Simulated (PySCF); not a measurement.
ammonia borane (BH6N), SMILES [BH3-][NH3+].

Coordinates come from a B3LYP-D3(BJ)/def2-TZVP optimisation.

Calculation: PBE/def2-TZVPD run with PySCF.

Symmetry labels are those of the subgroup Cs that the program uses (full group C3v).

List the valence orbital energies around the gap with their symmetry. (An estimate is asked for; the answer gives what the named calculation found.)


```json
[
 {"orbital": "HOMO−7", "symmetry": "A'", "energy (eV)": "-174.95"},
 {"orbital": "HOMO−6", "symmetry": "A'", "energy (eV)": "-23.74"},
 {"orbital": "HOMO−5", "symmetry": "A\"", "energy (eV)": "-13.65"},
 {"orbital": "HOMO−4", "symmetry": "A'", "energy (eV)": "-13.65"},
 {"orbital": "HOMO−3", "symmetry": "A'", "energy (eV)": "-12.49"},
 {"orbital": "HOMO−2", "symmetry": "A'", "energy (eV)": "-8.53"},
 {"orbital": "HOMO−1", "symmetry": "A'", "energy (eV)": "-6.46"},
 {"orbital": "HOMO", "symmetry": "A\"", "energy (eV)": "-6.46"},
 {"orbital": "LUMO", "symmetry": "A'", "energy (eV)": "-1.23"},
 {"orbital": "LUMO+1", "symmetry": "A\"", "energy (eV)": "0.65"},
 {"orbital": "LUMO+2", "symmetry": "A'", "energy (eV)": "0.65"},
 {"orbital": "LUMO+3", "symmetry": "A'", "energy (eV)": "0.74"}
]
```
